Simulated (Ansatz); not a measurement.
C$_{3}$H$_{4}$BrF (`C=C(Br)CF`), relaxed with RKS PBE0-D4/def2-TZVP in Ansatz from a PBE-D4/def2-SVP geometry. The force threshold is 0.005 eV/Å; the program also tests the step.

Total charge 0; spin multiplicity 1.

Start:

```xyz
9

C     0.459   -0.046    1.345
C    -0.372    0.119    0.308
Br   -2.198    0.627    0.531
C    -0.006   -0.065   -1.141
F     1.316   -0.441   -1.272
H     1.499   -0.340    1.139
H     0.139    0.103    2.385
H    -0.660   -0.843   -1.599
H    -0.177    0.886   -1.696
```

```json
{"step": "1", "energy (eV)": "-75926.5727", "largest force (eV/Å)": "0.657", "largest move (Å)": "0.000"}
{"step": "2", "energy (eV)": "-75926.6165", "largest force (eV/Å)": "0.189", "largest move (Å)": "0.024"}
{"step": "3", "energy (eV)": "-75926.6193", "largest force (eV/Å)": "0.042", "largest move (Å)": "0.009"}
{"step": "4", "energy (eV)": "-75926.6194", "largest force (eV/Å)": "0.040", "largest move (Å)": "0.001"}
{"step": "5 (rejected)", "energy (eV)": "-75926.6190", "largest force (eV/Å)": "0.077", "largest move (Å)": "0.011"}
{"step": "6", "energy (eV)": "-75926.6195", "largest force (eV/Å)": "0.014", "largest move (Å)": "0.006"}
{"step": "7", "energy (eV)": "-75926.6195", "largest force (eV/Å)": "0.015", "largest move (Å)": "0.003"}
{"step": "8", "energy (eV)": "-75926.6195", "largest force (eV/Å)": "0.001", "largest move (Å)": "0.001"}
```

End:

```xyz
9

C     0.454   -0.047    1.332
C    -0.360    0.117    0.308
Br   -2.168    0.625    0.530
C    -0.015   -0.062   -1.133
F     1.301   -0.431   -1.278
H     1.481   -0.339    1.146
H     0.130    0.102    2.353
H    -0.646   -0.838   -1.579
H    -0.177    0.873   -1.679
```

It took 31 s on 4 threads of an Arm Neoverse V1 on a shared host, with 0.52 GiB of host memory at the peak.
